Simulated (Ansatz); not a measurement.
Start from `COBCN` and change one atom or group to get `COBCS`.

Ansatz, PBE0-D4/def2-TZVP geometries, multiplicity 1. Each molecule was computed in one conformer, which needn't be the lowest.

```csv
property,`COBCN`
HOMO energy (B3LYP/def2-TZVPP) / eV,-6.37
LUMO energy (B3LYP/def2-TZVPP) / eV,-0.16
size of the dipole moment (ωB97M-V/def2-TZVPP) / D,1.61
HOMO–LUMO gap (PBE/def2-TZVPP) / eV,4.18
size of the dipole moment (PBE/def2-TZVPP) / D,1.55
LUMO energy (PBE0/def2-TZVPP) / eV,0.09
```

Give the same properties after the change, and the shifts. (Best estimate.)

Ansatz gave: 
```csv
property,`COBCS`,shift
HOMO energy (B3LYP/def2-TZVPP) / eV,-6.49,-0.12
LUMO energy (B3LYP/def2-TZVPP) / eV,-0.39,-0.23
size of the dipole moment (ωB97M-V/def2-TZVPP) / D,1.91,0.30
HOMO–LUMO gap (PBE/def2-TZVPP) / eV,4.38,0.20
size of the dipole moment (PBE/def2-TZVPP) / D,1.75,0.20
LUMO energy (PBE0/def2-TZVPP) / eV,-0.16,-0.25
```

With PBE0 the HOMO falls by 0.12 eV and the LUMO falls by 0.25 eV, so the gap narrows by about 0.13 eV. PBE moves the HOMO by -0.41 eV and ωB97M-V by 0.09 eV. Dipoles are sizes alone; their direction can turn.

B3LYP here is the variant with VWN-RPA as its local correlation; programs differ in this.
